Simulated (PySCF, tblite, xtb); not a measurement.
Potential energy surface of F2S, singlet: symmetric bend, bond length relaxed. Scanned: F-S-F angle. Other coordinates (S-F bond length) were minimised at B3LYP/def2-TZVP.

GFN1-xTB (xtb); GFN2-xTB, 300 K electronic temperature (tblite); RHF/3-21G = restricted Hartree-Fock/3-21G (PySCF); MP2 on RHF/cc-pVTZ, 7 core orbitals frozen (PySCF).

Energies relative to the lowest point of each profile, in mEh; the last columns give the difference from MP2:

```csv
a / °,GFN1-xTB,GFN2-xTB,RHF/3-21G,MP2,GFN1-xTB − MP2,GFN2-xTB − MP2,RHF/3-21G − MP2
180,62.3,47.7,145.0,0.0,62.3,47.7,145.0
170,60.9,48.0,134.8,4.3,56.5,43.7,130.5
160,52.5,47.6,112.5,17.5,35.0,30.1,95.0
150,41.0,42.5,86.4,40.2,0.9,2.3,46.3
140,29.2,31.1,60.6,72.4,-43.2,-41.4,-11.8
130,18.3,20.0,37.5,113.5,-95.2,-93.5,-76.0
120,9.1,10.6,18.8,160.6,-151.5,-150.0,-141.8
110,2.6,3.6,5.9,209.3,-206.7,-205.7,-203.4
100,0.0,0.0,0.0,254.5,-254.5,-254.5,-254.5
90,3.1,1.4,1.9,292.0,-288.8,-290.6,-290.0
80,15.5,11.0,14.3,320.1,-304.5,-309.1,-305.8
```

GFN1-xTB is furthest from MP2 at 80 (-304.5 mEh, below); its mean absolute difference over the points is 136.3 mEh.

GFN2-xTB is furthest from MP2 at 80 (-309.1 mEh, below); its mean absolute difference over the points is 133.5 mEh.

RHF/3-21G is furthest from MP2 at 80 (-305.8 mEh, below); its mean absolute difference over the points is 154.5 mEh.
